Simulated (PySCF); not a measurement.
C3H4ClFSi, SMILES FC1=C(Cl)C[SiH2]1. Geometry: ωB97X-D3(BJ)/def2-SVP. The structure was generated by enumeration, and PubChem lists no compound with its InChIKey, so it may never have been made.

Computed equilibrium geometry at ωB97X-D3(BJ)/def2-SVP (PySCF confirms it by a frequency run) as bond lengths and angles, and its point group:
point group Cs.
Atoms: F1 C2 C3 Cl4 C5 Si6 H7 H8 H9 H10. Bond lengths (Å): F1–C2 1.325, C2–C3 1.347, C2–Si6 1.874, C3–Cl4 1.720, C3–C5 1.517, C5–Si6 1.914, C5–H7 1.101, C5–H8 1.101, Si6–H9 1.488, Si6–H10 1.488. Bond angles (°): F1–C2–C3 127.7, F1–C2–Si6 140.4, C3–C2–Si6 91.9, C2–C3–Cl4 127.9, C2–C3–C5 107.5, Cl4–C3–C5 124.6, C3–C5–Si6 85.4, C3–C5–H7 113.4, C3–C5–H8 113.4, Si6–C5–H7 116.8, Si6–C5–H8 116.8, H7–C5–H8 109.4, C2–Si6–C5 75.2, C2–Si6–H9 117.4, C2–Si6–H10 117.4, C5–Si6–H9 116.8, C5–Si6–H10 116.8, H9–Si6–H10 109.7.
